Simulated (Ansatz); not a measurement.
Frontier orbitals of FH₄SbSi, SMILES `[F][SbH][SiH3]`.

The species carries charge 0 and has multiplicity 1. Correlated methods include outer-core shells of Sb, which these sets cover unevenly. Sb takes the def2 core potential. Geometry: relaxed with PBE0-D4/def2-TZVP. Basis def2-TZVPP, Ansatz 0.2.0.

```json
{"functional": "PBE", "HOMO (eV)": "-6.31", "LUMO (eV)": "-2.57", "gap (eV)": "3.74"}
{"functional": "revPBE", "HOMO (eV)": "-6.25", "LUMO (eV)": "-2.47", "gap (eV)": "3.78"}
{"functional": "PBE0", "HOMO (eV)": "-7.35", "LUMO (eV)": "-1.77", "gap (eV)": "5.58"}
{"functional": "r2SCAN0", "HOMO (eV)": "-7.52", "LUMO (eV)": "-1.66", "gap (eV)": "5.86"}
{"functional": "ωB97M-V", "HOMO (eV)": "-9.33", "LUMO (eV)": "0.05", "gap (eV)": "9.38"}
```

Question: What is the vertical ionisation energy at frozen-core CCSD(T)/def2-TZVPP? (Best estimate.)

Answer: Computed: 9.43 eV (T1 of the cation 0.019).

Against PBE, PBE0 changes HOMO and LUMO by −1.04 and +0.80 eV, ωB97M-V by −3.02 and +2.62 eV. A gap of 3.73 eV thus becomes 9.38 eV for the same molecule, so an orbital gap means little without its functional. A positive LUMO is unbound and depends on the basis. −ε(HOMO) differs from that ionisation energy by −3.12 eV with PBE and −0.10 eV with ωB97M-V.
